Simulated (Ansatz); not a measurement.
Relaxing a trial structure of C3H9B2FO

The starting geometry of this gas-phase singlet was optimised with GFN2-xTB; its bonds are those of `CCOBCBF`.

```json
{"atom": "C", "x (Å)": "-0.5272", "y (Å)": "2.3026", "z (Å)": "1.3254"}
{"atom": "C", "x (Å)": "0.5703", "y (Å)": "2.2610", "z (Å)": "0.2688"}
{"atom": "C", "x (Å)": "0.8475", "y (Å)": "-0.5464", "z (Å)": "-1.1252"}
{"atom": "B", "x (Å)": "0.0747", "y (Å)": "0.7768", "z (Å)": "-1.6279"}
{"atom": "B", "x (Å)": "-0.0869", "y (Å)": "-1.3493", "z (Å)": "-0.1670"}
{"atom": "F", "x (Å)": "-0.0637", "y (Å)": "-1.0907", "z (Å)": "1.1328"}
{"atom": "O", "x (Å)": "0.0264", "y (Å)": "1.9328", "z (Å)": "-0.9927"}
{"atom": "H", "x (Å)": "-0.1136", "y (Å)": "2.6373", "z (Å)": "2.2726"}
{"atom": "H", "x (Å)": "-1.3149", "y (Å)": "2.9864", "z (Å)": "1.0190"}
{"atom": "H", "x (Å)": "-0.9545", "y (Å)": "1.3125", "z (Å)": "1.4573"}
{"atom": "H", "x (Å)": "1.0302", "y (Å)": "3.2508", "z (Å)": "0.1637"}
{"atom": "H", "x (Å)": "1.3405", "y (Å)": "1.5402", "z (Å)": "0.5641"}
{"atom": "H", "x (Å)": "-0.5065", "y (Å)": "0.7653", "z (Å)": "-2.6487"}
{"atom": "H", "x (Å)": "1.7630", "y (Å)": "-0.2491", "z (Å)": "-0.6125"}
{"atom": "H", "x (Å)": "1.1147", "y (Å)": "-1.1328", "z (Å)": "-2.0006"}
{"atom": "H", "x (Å)": "-0.8680", "y (Å)": "-2.1593", "z (Å)": "-0.5086"}
```

Task: Where would you expect an optimisation with r2SCAN-D4/def2-SVP to take it?

Result: It keeps its bonds, and is `CCOBCBF`.

The energy falls by 0.10 eV over 16 steps:

| step | E − E(last) (eV) |
| --- | --- |
| 1 | 0.101 |
| 3 | 0.004 |
| 4 | 0.003 |
| 6 | 0.001 |
| 8 | 0.000 |
| 9 | 0.000 |
| 11 | 0.000 |
| 13 | 0.000 |
| 14 | 0.000 |
| 16 | 0.000 |

Final geometry (Å):

```xyz
16

C    -0.5512    2.3452    1.3385
C     0.5418    2.1892    0.3024
C     0.8871   -0.5220   -1.1607
B     0.0655    0.7442   -1.6537
B    -0.0238   -1.3083   -0.1815
F     0.0098   -1.0018    1.1210
O    -0.0294    1.9052   -0.9726
H    -0.1179    2.6495    2.3038
H    -1.2759    3.1111    1.0237
H    -1.0850    1.3948    1.4887
H     1.1102    3.1281    0.1931
H     1.2485    1.3965    0.6019
H    -0.5595    0.7154   -2.6914
H     1.8102   -0.2114   -0.6421
H     1.1203   -1.1344   -2.0452
H    -0.8186   -2.1633   -0.5052
```

No frequencies were run, so the end isn't proven a minimum. Run with Ansatz 0.2.0, 37 s on 4 threads of Arm Neoverse V1, on a shared host.
